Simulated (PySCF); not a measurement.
C3H6F2Si, SMILES F[SiH2][C@@H]1C[C@@H]1F. Coordinates come from a PBE-D3(BJ)/def2-SVP optimisation. The structure was generated by enumeration; whether it is a known compound was not checked. Other conformers were not sampled.

Computed equilibrium geometry at PBE-D3(BJ)/def2-SVP (PySCF confirms it by a frequency run) as bond lengths and angles (one conformer of several):
Atoms: F1 Si2 C3 C4 C5 F6 H7 H8 H9 H10 H11 H12. Bonds (Å): F1–Si2 1.644, Si2–C3 1.871, Si2–H7 1.500, Si2–H8 1.499, C3–C4 1.535, C3–C5 1.504, C3–H9 1.104, C4–C5 1.490, C4–H10 1.101, C4–H11 1.102, C5–F6 1.379, C5–H12 1.104. Bond angles (°): F1–Si2–C3 108.3, F1–Si2–H7 107.1, F1–Si2–H8 107.9, C3–Si2–H7 111.2, C3–Si2–H8 110.7, H7–Si2–H8 111.5, Si2–C3–C4 120.0, Si2–C3–C5 118.9, Si2–C3–H9 114.8, C4–C3–C5 58.7, C4–C3–H9 117.0, C5–C3–H9 116.0, C3–C4–C5 59.6, C3–C4–H10 118.9, C3–C4–H11 117.1, C5–C4–H10 118.9, C5–C4–H11 116.5, H10–C4–H11 114.8, C3–C5–C4 61.7, C3–C5–F6 117.2, C3–C5–H12 120.0, C4–C5–F6 118.1, C4–C5–H12 120.6, F6–C5–H12 111.3.
